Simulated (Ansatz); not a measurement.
Reaction (hydrogenolysis of a C–Cl bond): `N=C(Cl)[SiH2]O` + H₂ → `N=C[SiH2]O` + HCl

Program: Ansatz. Geometries: PBE0-D4/def2-TZVP. ΔE: electronic, gas phase. CBS: MP2 limit from def2 TZ/QZ plus the TZ coupled-cluster correction, frozen cores. This one scheme is used for every species. Functionals use def2-TZVPP. Each species was taken in one conformer, which may not be the lowest.

(1) Is it downhill or uphill in electronic energy at CCSD(T)/CBS, and by how much? (Estimate.)

(2) What do these levels give: PBE-D4, B97M-V, PBE0-D4, CAM-B3LYP-D4, MP2/def2-QZVPP, HF/CBS(def2)? (Best estimate.)

Largest T1 diagnostic among the species: 0.013.

Results:

(1) Computed: Downhill: ΔE = -40.5 kJ/mol.

(2) The calculation gave: PBE-D4 -21.8, B97M-V -35.8, PBE0-D4 -34.0, CAM-B3LYP-D4 -40.4, MP2/def2-QZVPP -32.7, HF/CBS(def2) -65.3 kJ/mol.

Leaving LDA and LC-ωPBE aside and taking each functional with its dispersion term where it has one, the values, not all of them listed here, spread over 26.4 kJ/mol, from BHLYP-D4 to revPBE-D4. At CCSD(T), def2-SVP lies −7.4 kJ/mol from the extrapolated value and def2-TZVPP −2.5 kJ/mol.
